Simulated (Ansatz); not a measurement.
`COB(F)Cl` and `COB([SiH3])Cl` differ in one atom or group.

Ansatz, PBE0-D4/def2-TZVP geometries, multiplicity 1. Each molecule was computed in one conformer, which needn't be the lowest.

| property | `COB(F)Cl` |
| --- | --- |
| HOMO–LUMO gap (PBE/def2-TZVPP) / eV | 7.30 |
| HOMO energy (B3LYP/def2-TZVPP) / eV | -9.04 |
| size of the dipole moment (B3LYP/def2-TZVPP) / D | 2.43 |
| HOMO energy (ωB97M-V/def2-TZVPP) / eV | -11.63 |
| size of the dipole moment (PBE/def2-TZVPP) / D | 2.34 |
| LUMO energy (ωB97M-V/def2-TZVPP) / eV | 2.20 |

(1) Give the same properties after the change, and the shifts. (An estimate is asked.)

## Answers

(1) Computed: 
| property | `COB([SiH3])Cl` | shift |
| --- | --- | --- |
| HOMO–LUMO gap (PBE/def2-TZVPP) / eV | 4.99 | -2.31 |
| HOMO energy (B3LYP/def2-TZVPP) / eV | -7.89 | 1.15 |
| size of the dipole moment (B3LYP/def2-TZVPP) / D | 2.14 | -0.29 |
| HOMO energy (ωB97M-V/def2-TZVPP) / eV | -10.24 | 1.39 |
| size of the dipole moment (PBE/def2-TZVPP) / D | 2.17 | -0.17 |
| LUMO energy (ωB97M-V/def2-TZVPP) / eV | 1.05 | -1.15 |

With PBE0 the HOMO rises by 1.19 eV and the LUMO falls by 1.51 eV, so the gap narrows by about 2.70 eV. PBE moves the HOMO by 0.93 eV and ωB97M-V by 1.39 eV. Dipoles are sizes alone; their direction can turn.

B3LYP here is the variant with VWN-RPA as its local correlation; programs differ in this.
